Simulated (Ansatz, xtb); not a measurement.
# Two isomers of FH5OSi2

Structure a is `O[SiH2][SiH2]F`, a singlet and structure b is `F[SiH2]O[SiH3]`, a singlet. Both are isolated molecules in the gas phase, relaxed with r2SCAN-D4/def2-SVP; each stands in its lowest conformer found.

a (Å):

```xyz
9

F    -0.2252    1.8361    1.1077
O     0.6637   -0.9875    0.5463
Si   -0.1740    1.8502   -0.5416
Si    0.0786   -0.4573   -0.9294
H     0.9935    2.6868   -0.9488
H     0.4432   -0.3964    1.2801
H    -1.2244   -1.0955   -1.2984
H    -1.4250    2.4941   -1.0387
H     1.0680   -0.7880   -1.9937
```

b (Å):

```yaml
atoms:
  - { symbol: F, position_ang: [-0.5818, -0.5105, 3.7625] }
  - { symbol: O, position_ang: [-0.3576, 1.3445, 1.8694] }
  - { symbol: Si, position_ang: [-1.0639, -0.0792, 2.2759] }
  - { symbol: Si, position_ang: [1.0407, 2.1781, 1.5208] }
  - { symbol: H, position_ang: [-0.6347, -1.1564, 1.3466] }
  - { symbol: H, position_ang: [-2.5321, 0.1136, 2.3073] }
  - { symbol: H, position_ang: [1.9927, 1.2943, 0.7839] }
  - { symbol: H, position_ang: [0.6857, 3.3472, 0.6713] }
  - { symbol: H, position_ang: [1.6786, 2.6480, 2.7827] }
```

Which of the two would you expect CCSD(T)/def2-SVP + ΔMP2/def2-TZVPP electronic energies to favour?

Structure b; the calculation gives E(b) − E(a) = −1.601 eV.

Level by level:

| level | geometry | E(b) − E(a) (eV) | departure from the last row (eV) | job, with rough time for the two |
| --- | --- | --- | --- | --- |
| r2SCAN-D4/def2-SVP | r2SCAN-D4/def2-SVP | −1.412 | +0.189 | optimisation, 1.7 min |
| HF/def2-SVP | r2SCAN-D4/def2-SVP | −1.777 | −0.175 | part of the CCSD(T) run |
| MP2/def2-SVP | r2SCAN-D4/def2-SVP | −1.648 | −0.047 | part of the CCSD(T) run |
| CCSD(T)/def2-SVP | r2SCAN-D4/def2-SVP | −1.572 | +0.029 | single point |
| CCSD(T)/def2-SVP + ΔMP2/def2-TZVPP | r2SCAN-D4/def2-SVP | −1.601 |  | single point, 16 s |

As drawn, b has 1 O–Si, 1 Si–H in place of 1 Si–Si, 1 O–H.

The levels shown agree on the order. The largest departure from CCSD(T)/def2-SVP + ΔMP2/def2-TZVPP is that of r2SCAN-D4/def2-SVP, 0.189 eV. Levels run at GFN2-xTB geometries aren't shown. The last row adds to CCSD(T) the change of the MP2 difference between the two basis sets, here −0.029 eV.

With harmonic frequencies from r2SCAN-D4/def2-SVP (ideal gas, rigid rotor, one conformer each, 400 K, 1 atm): on the last row, ΔE + ΔZPE = −1.627 eV. A mode under 50 cm⁻¹ makes harmonic enthalpies and free energies unreliable, so none is given.

The correlated steps freeze 12 core orbitals. Codes used: Ansatz 0.2.0; the last row on 1 thread of Intel(R) Xeon(R) 6975P-C (Granite Rapids) on a shared host.
